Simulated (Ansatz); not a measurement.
C₂H₆ClInO₂, SMILES `C[O][In]([Cl])[O]C`. Charge 0, multiplicity 1. In: def2 effective core potential.

```xyz
12

C     1.6929   -0.6969    1.9267
O     1.8316   -1.0597    0.5704
In    0.5137   -0.5009   -0.7697
Cl    0.7512   -1.1168   -2.9803
O    -1.0564    0.5589   -0.2367
C    -1.9857    1.0511   -1.1740
H     2.5406   -1.1233    2.4715
H     0.7727   -1.0877    2.3773
H     1.7081    0.3891    2.0779
H    -1.6958    2.0441   -1.5382
H    -2.1152    0.3987   -2.0463
H    -2.9576    1.1434   -0.6785
```

(1) List the harmonic frequencies (cm⁻¹, unscaled) at PBE0-D4/def2-TZVP in Ansatz. (An estimate is asked.)

(2) Is this a minimum?

(3) Give the ideal-gas thermochemistry at 298.15 K and 1 bar (rigid rotor, harmonic oscillator; point group C1, symmetry number 1).

(4) And at 400, 500, 600, 800 and 1000 K?

Answers

(1) Computed: 23, 32, 58, 64, 76, 104, 147, 211, 246, 368, 536, 567, 1100, 1110, 1172, 1173, 1188, 1192, 1476, 1478, 1489, 1491, 1494, 1497, 2999, 3002, 3059, 3060, 3080, 3088.

(2) Yes, all 30 modes are real.

(3) Zero-point energy 218.8 kJ/mol; H(298) − E = 248.3 kJ/mol; entropy 454.1 J/(mol·K), of which translation 175.7, rotation 122.3, vibration 156.2; G(298) − E = 112.9 kJ/mol. Modes under 100 cm⁻¹ are hindered rotations or soft bends, so the harmonic entropy is rough.

(4) 
```
T (K)  H − E (kJ/mol)  S (J/mol/K)  G − E (kJ/mol)
  400           262.4        494.6            64.5
  500           277.9        529.2            13.3
  600           295.0        560.3           -41.2
  800           333.0        614.8          -158.9
 1000           375.0        661.6          -286.6
```
